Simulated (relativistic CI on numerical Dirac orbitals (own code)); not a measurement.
# Crystal-field levels of Pm²⁺, 4f5

Calculated by Dirac-Coulomb-Breit CI, KLI orbitals optimised for each configuration, model QED (radiative potential, 1s self-energy scaled to tabulated hydrogen-like ionisation energies), valence Slater integrals scaled by 0.85, one configuration in a parametric crystal field (own radial code).

Field parameters in Wybourne normalisation; cubic f-shell fields have B⁴₄ = √(5/14) B⁴₀ and B⁶₄ = −√(7/2) B⁶₀. The field is a parameter set, without covalency.

S and J are read from ⟨S²⟩ = S(S + 1) and ⟨J²⟩ = J(J + 1) of each level; they are not fictitious spins.

Oh, B40 = -990, B60 = 260 cm⁻¹, the lowest 16 levels:

```
E (cm⁻¹)  Degeneracy  Irrep     S     J
     0.0           4     Γ8  2.47  2.52
    86.0           2     Γ7  2.47  2.55
     781           2     Γ6  2.48  3.52
     800           2     Γ7  2.48  3.46
     881           4     Γ8  2.48  3.52
    1726           2     Γ6  2.49  4.51
    1745           4     Γ8  2.49  4.48
    1818           4     Γ8  2.49  4.52
    2763           4     Γ8  2.49  5.50
    2826           4     Γ8  2.49  5.50
    2831           2     Γ6  2.49  5.49
    2867           2     Γ7  2.49  5.52
    3861           4     Γ8  2.48  6.51
    3888           2     Γ7  2.48  6.50
    3963           2     Γ7  2.48  6.49
    3979           4     Γ8  2.48  6.48
```

D4h, B20 = 1150, B40 = 250, B44 = 290, B60 = 210, B64 = -90 cm⁻¹, the lowest 10 levels:

```json
{"E (cm⁻¹)": "0.0", "Degeneracy": "2", "Irrep": "Γ6", "S": "2.47", "J": "2.50"}
{"E (cm⁻¹)": "103", "Degeneracy": "2", "Irrep": "Γ7", "S": "2.47", "J": "2.53"}
{"E (cm⁻¹)": "379", "Degeneracy": "2", "Irrep": "Γ7", "S": "2.47", "J": "2.60"}
{"E (cm⁻¹)": "813", "Degeneracy": "2", "Irrep": "Γ6", "S": "2.48", "J": "3.50"}
{"E (cm⁻¹)": "916", "Degeneracy": "2", "Irrep": "Γ7", "S": "2.48", "J": "3.50"}
{"E (cm⁻¹)": "1031", "Degeneracy": "2", "Irrep": "Γ7", "S": "2.48", "J": "3.46"}
{"E (cm⁻¹)": "1138", "Degeneracy": "2", "Irrep": "Γ6", "S": "2.48", "J": "3.56"}
{"E (cm⁻¹)": "1753", "Degeneracy": "2", "Irrep": "Γ6", "S": "2.49", "J": "4.50"}
{"E (cm⁻¹)": "1819", "Degeneracy": "2", "Irrep": "Γ7", "S": "2.49", "J": "4.50"}
{"E (cm⁻¹)": "1908", "Degeneracy": "2", "Irrep": "Γ7", "S": "2.49", "J": "4.49"}
```

Principal g values of the ground doublet: 0.45, 0.79, 0.79.

The next free-ion level lies 789 cm⁻¹ above the lowest; the field splits the ground level into components whose J stays near 5/2 as long as their spread is small against that gap.

Levels of this model without a field, named by their leading LS term: ⁶H°5/2 0, ⁶H°7/2 789, ⁶H°9/2 1724, ⁶H°11/2 2767, ⁶H°13/2 3887, ⁶H°15/2 5057, ⁶F°1/2 5776, ⁶F°3/2 5978 cm⁻¹.
